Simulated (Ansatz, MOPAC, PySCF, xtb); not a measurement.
Complex: H2O (SMILES O) (first 3 atoms) with AsH3 (SMILES [AsH3]); geometry from B3LYP-D3(BJ)/def2-TZVP, rigid monomers moved along the line of their centres of mass till H3···As4 is 2.43 Å.
(charge 0, multiplicity 1):
```
atom    x (Å)    y (Å)    z (Å)
----  -------  -------  -------
O     -0.0488   0.6324  -0.5999
H     -0.9101   0.3057  -0.8787
H     -0.0010   0.4395   0.3458
As     0.2072  -0.3758   2.6222
H     -0.2226   0.3141   3.9083
H      1.6215  -0.6193   3.1256
H     -0.2832  -1.7377   3.0918
```

Interaction energies are E(AB) − E(A) − E(B) at the monomers' geometry in the complex; basis-set methods are counterpoise corrected.

The state reached by PM7 isn't checked; PM7 holds dispersion and hydrogen-bond terms.

Programs: Ansatz (Gaussian orbitals); MOPAC for PM7 (differences of heats of formation); PySCF for the dispersion terms; xtb for the GFN methods. Values without a source in brackets are computed.

Question: Predict the interaction energy from GFN-FF.

Answer: -1.7 kcal/mol

Ansatz is a quantum-chemistry and plane-wave program.
